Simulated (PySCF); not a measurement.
Job for PySCF: R-BP86/LANL2DZ on FHSeTe (SMILES F[Te][SeH]), a point of a bond scan (R = 2.216 Å).

```python
from pyscf import gto, scf, dft, mp
from pyscf.data.elements import chemcore

mol = gto.M(
    atom='''
    Te    0.42183517    0.29812461    0.73233809
    F     1.58576174    1.33129355   -0.42384185
    Se   -1.05809715   -0.75106279   -0.97162236
    H     0.18107709   -2.54644933   -1.36195422
    ''',
    basis='lanl2dz',
    ecp={'Se': 'lanl2dz', 'Te': 'lanl2dz'},
    charge=0, spin=0, verbose=3, max_memory=1800)
mf = dft.RKS(mol, xc='b88,p86')
mf.conv_tol = 1e-8
mf.max_cycle = 100
mf.kernel()
if not mf.converged:
    mf = mf.newton().run(mf.mo_coeff, mf.mo_occ)
```

Question: Give the final energy of this run.

Answer: -117.7314 hartree.
